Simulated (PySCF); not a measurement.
## Ru²⁺: excitation energy

Ru²⁺ [Kr] 4d6 (5D) → Ru²⁺ [Kr] 4d5 5s1 (7S), as a difference of total energies. Computed with PySCF 2.14 in aug-cc-pwCVDZ-PP with ECP28MDF (6s6p5d3f, 70 functions), with scalar relativity through the core potential. Correlated levels: valence: 4s2 4p6 frozen; valence and next inner shell: nothing frozen outside the core potential. The calculations carry no spin-orbit coupling.

```csv
method,excitation energy (cm⁻¹)
UHF,19873
LDA,22667
PBE,24044
PBE0,24857
r2SCAN,20411
CAM-B3LYP,26790
wB97M-V,27259
M06-2X,31736
r2SCAN0,22007
MP2 (valence),24299
SCS-MP2 (valence),29150
MP2 (valence and next inner shell),20210
SCS-MP2 (valence and next inner shell),23207
```
